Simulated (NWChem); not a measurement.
System: disulfane (H₂S₂); SMILES SS

Excerpt of the output:

```
             Northwest Computational Chemistry Package (NWChem) 7.3.0
             --------------------------------------------------------

 C2  symmetry detected

                             Geometry "geometry" -> ""
                             -------------------------

 Output coordinates in angstroms (scale by  1.889725989 to convert to a.u.)

  No.       Tag          Charge          X              Y              Z
 ---- ---------------- ---------- -------------- -------------- --------------
    1 S                   16.0000     0.03516933    -1.03566082     0.05529812
    2 S                   16.0000    -0.03516933     1.03566082     0.05529812
    3 H                    1.0000    -0.91436274    -1.26371399    -0.88476988
    4 H                    1.0000     0.91436274     1.26371399    -0.88476988

 Effective nuclear repulsion energy (a.u.)      84.4531724817

      Symmetry information
      --------------------

 Group name             C2
 Group number              4
 Group order               2
 No. of unique centers     2

                                 NWChem DFT Module
                                 -----------------

 Summary of "ao basis" -> "ao basis" (spherical)
 ------------------------------------------------------------------------------
       Tag                 Description            Shells   Functions and Types
 ---------------- ------------------------------  ------  ---------------------
 S                           6-31g*                  8       18   4s3p1d
 H                           6-31g*                  2        2   2s

      Symmetry analysis of basis
      --------------------------

        a          20
        b          20

            General Information
            -------------------
          SCF calculation type: DFT
          Wavefunction type:  closed shell.
          No. of atoms     :     4
          No. of electrons :    34
           Alpha electrons :    17
            Beta electrons :    17
          Charge           :     0
          Spin multiplicity:     1
          Use of symmetry is: on ; symmetry adaption is: on
          Maximum number of iterations: 150
          AO basis - number of functions:    40
                     number of shells:    20
          Convergence on energy requested:  1.00D-06
          Convergence on density requested:  1.00D-05
          Convergence on gradient requested:  5.00D-04

              XC Information
              --------------
                    Becke 1988 Exchange Functional  1.000
              Lee-Yang-Parr Correlation Functional  1.000

             Grid Information
             ----------------
          Grid used for XC integration:  medium
          Radial quadrature: Mura-Knowles
          Angular quadrature: Lebedev.
          Tag              B.-S. Rad. Rad. Pts. Rad. Cut. Ang. Pts.
          ---              ---------- --------- --------- ---------
          S                   1.00       88           8.0       590
          H                   0.35       45           8.0       434
          Grid pruning is: on
          Number of quadrature shells:   133
          Spatial weights used: Becke

      Superposition of Atomic Density Guess
      -------------------------------------

 Sum of atomic energies:        -795.90782699

      Non-variational initial energy
      ------------------------------

 Total energy =    -796.298849
 1-e energy   =   -1268.041052
 2-e energy   =     387.289031
 HOMO         =      -0.286450
 LUMO         =      -0.007654

      Symmetry analysis of molecular orbitals - initial
      -------------------------------------------------

  Numbering of irreducible representations:

     1 a           2 b

  Orbital symmetries:

     1 b           2 a           3 a           4 b           5 a
     6 b           7 a           8 b           9 a          10 b
    11 a          12 b          13 a          14 b          15 a
    16 a          17 b          18 b          19 b          20 a
    21 a          22 a          23 b          24 b          25 a
    26 b          27 a

   convergence    iter        energy       DeltaE   RMS-Dens  Diis-err
 ---------------- ----- ----------------- --------- --------- ---------
 d= 0,ls=0.0,diis     1   -797.4838984390 -8.82D+02  2.10D-02  2.96D-01
 d= 0,ls=0.0,diis     2   -797.5039172936 -2.00D-02  1.02D-02  9.04D-02
 d= 0,ls=0.0,diis     3   -797.5187002687 -1.48D-02  2.15D-03  7.80D-03
 d= 0,ls=0.0,diis     4   -797.5199060931 -1.21D-03  4.33D-04  1.20D-04
 d= 0,ls=0.0,diis     5   -797.5199266773 -2.06D-05  1.29D-04  1.35D-05
  Resetting Diis
 d= 0,ls=0.0,diis     6   -797.5199289704 -2.29D-06  3.32D-05  6.46D-07
 d= 0,ls=0.0,diis     7   -797.5199290793 -1.09D-07  8.89D-06  1.28D-08

         Total DFT energy =     -797.519929079262
      One electron energy =    -1269.028587553756
           Coulomb energy =      439.158232833851
    Exchange-Corr. energy =      -52.102746841061
 Nuclear repulsion energy =       84.453172481705

 Numeric. integr. density =       34.000000100010

                  Occupations of the irreducible representations
                  ----------------------------------------------

                     irrep           alpha         beta
                     --------     --------     --------
                     a                 9.0          9.0
                     b                 8.0          8.0

[...]

                         DFT ENERGY GRADIENTS

    atom               coordinates                        gradient
                 x          y          z           x          y          z
   1 S       0.066460  -1.957115   0.104498   -0.003046   0.013960  -0.004296
   2 S      -0.066460   1.957115   0.104498    0.003046  -0.013960  -0.004296
   3 H      -1.727895  -2.388073  -1.671973    0.004318   0.003055   0.004296
   4 H       1.727895   2.388073  -1.671973   -0.004318  -0.003055   0.004296
```

Level: BLYP/6-31G* (spherical d). Structure relaxed at the PBE0/def2-SVP level.

Which NWChem input produces such a log?

This is not unique; one that fits is the input that was run:
```
start job
memory heap 200 mb stack 900 mb global 1100 mb
geometry units angstroms noautoz
  S      0.020651    -1.036052     0.078241
  S     -0.020651     1.036052     0.078241
  H     -0.931984    -1.250775    -0.861827
  H      0.931984     1.250775    -0.861827
end
basis spherical
  * library 6-31g*
end
dft
  xc becke88 lyp
  iterations 150
  grid medium becke
end
task dft gradient
```
